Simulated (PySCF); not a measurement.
InF2Br, SMILES [F][In]([F])[Br].

Geometry: PBE-D3(BJ)/def2-SVP. The def2 effective core potentials stand for the cores of In; spin–orbit coupling is left out.

Level of theory: PBE-D3(BJ)/def2-SVP run with PySCF 2.14.0.

Frequencies are harmonic and unscaled.

| mode | ν (cm⁻¹) | IR (km/mol) | Raman (Å⁴/amu) | depolarisation | moving atoms (share of kinetic energy) |
|---|---|---|---|---|---|
| 1 | 84 | 8.0 | 1.7 | 0.75 | F 61 %, In 22 %, Br 17 % |
| 2 | 115 | 23.6 | 0.1 | 0.75 | F 57 %, In 38 % |
| 3 | 120 | 27.2 | 1.6 | 0.71 | F 89 % |
| 4 | 254 | 17.7 | 9.1 | 0.20 | Br 61 %, In 35 % |
| 5 | 587 | 42.2 | 14.4 | 0.08 | F 90 %, In 10 % |
| 6 | 611 | 51.1 | 5.5 | 0.75 | F 81 %, In 19 % |
